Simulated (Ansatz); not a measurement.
A CCSD(T) single point on CH8BGeN (`[BH2][GeH]([CH3])[NH2]`).

```yaml
crystal:
  periodic: [false, false, false]
  atoms:
    - {symbol: B, position_ang: [-1.181606, 1.463315, 0.725840]}
    - {symbol: Ge, position_ang: [-0.028570, -0.226130, 0.508531]}
    - {symbol: C, position_ang: [1.538834, 0.173913, -0.620151]}
    - {symbol: N, position_ang: [-1.076694, -1.597662, -0.161024]}
    - {symbol: H, position_ang: [-2.251213, 1.567808, 0.201255]}
    - {symbol: H, position_ang: [-0.777963, 2.395692, 1.356563]}
    - {symbol: H, position_ang: [0.503697, -0.750543, 1.861648]}
    - {symbol: H, position_ang: [1.226584, 0.523857, -1.605419]}
    - {symbol: H, position_ang: [2.136268, -0.730696, -0.746549]}
    - {symbol: H, position_ang: [2.162344, 0.941125, -0.157102]}
    - {symbol: H, position_ang: [-1.589494, -1.351794, -0.996543]}
    - {symbol: H, position_ang: [-0.585089, -2.463985, -0.332948]}
basis:
  gaussian: {orbitals: def2-SVP}
correlation: {method: ccsd_t}
```

```sh
$ ansatz run in.yaml --threads 4 --pin off --events-out ev --progress --plain
```

Output of Ansatz, abridged:

```
Functional definition: HF
1163 factors; integrals over basis functions are off by at most 1.2e-3 eV
mean field evaluation 1: about -59770.6111 eV, gradient 3.5e1 eV
mean field evaluation 2: about -59770.6610 eV, gradient 3.5e1 eV
mean field evaluation 4: about -59773.8659 eV, gradient 3.4e0 eV
mean field evaluation 8: about -59773.9086 eV, gradient 1.7e-4 eV
mean field -59773.90859884 eV, -2196.6506247969 hartree, gradient 2.7e-6 eV, S^2 0.000000; 0 other end points of the search recorded, 0 dependent functions left out
12 core orbitals not correlated: weight in the atoms' cores, before any rotation towards them, 1.000 or more for the frozen orbitals, at most 0.000 for the correlated occupied ones
reference -59773.90859884 eV, -2196.6506247969 hartree; 17, 17 occupied and 85, 85 virtual orbitals, 1163 factors
second order -17.23349577 eV of doubles, -0.00000000 eV of singles
cycle   1  -17.87240685 eV  change   -6.4e-1 eV  update   9.4e-2
cycle   2  -18.42192560 eV  change   -5.5e-1 eV  update   2.8e-2
cycle   3  -18.50140760 eV  change   -7.9e-2 eV  update   1.3e-2
cycle   4  -18.49856173 eV  change    2.8e-3 eV  update   3.4e-3
cycle   5  -18.49898192 eV  change   -4.2e-4 eV  update   1.6e-3
cycle   6  -18.49849781 eV  change    4.8e-4 eV  update   6.1e-4
cycle   7  -18.49827441 eV  change    2.2e-4 eV  update   2.4e-4
cycle   8  -18.49829483 eV  change   -2.0e-5 eV  update   8.9e-5
cycle   9  -18.49828913 eV  change    5.7e-6 eV  update   3.8e-5
perturbative correction -0.50846577 eV, -0.0186857726 hartree
Total energy: -59792.91535374 eV, -2197.3491101563 hartree
```

Hardware: 4 threads of a server CPU on a shared host. Wall time 6 s, peak host memory 0.63 GiB.

MP2 recovers 90.7 % of the CCSD(T) correlation energy and the triples give 2.7 %; T1 = 0.0099.
